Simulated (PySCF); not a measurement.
C₂H₃BF₂O, SMILES OB(F)/C=C/F. The structure is a stationary point at PBE0-D3(BJ)/def2-SVP. The structure was generated by enumeration; whether it is a known compound was not checked. The values are those of a single conformer.

Computed equilibrium geometry at PBE0-D3(BJ)/def2-SVP (PySCF confirms it by a frequency run) as a Z-matrix, and its point group (one conformer of several):
point group Cs.
```
C
C 1 1.3346
F 2 1.3222 1 123.30
H 1 1.0955 2 117.09 3 0.00
H 2 1.0955 3 112.32 1 180.00
B 1 1.5520 4 123.11 2 180.00
F 6 1.3343 1 119.16 4 180.00
O 6 1.3500 7 116.14 1 180.00
H 8 0.9611 6 113.15 7 180.00
```
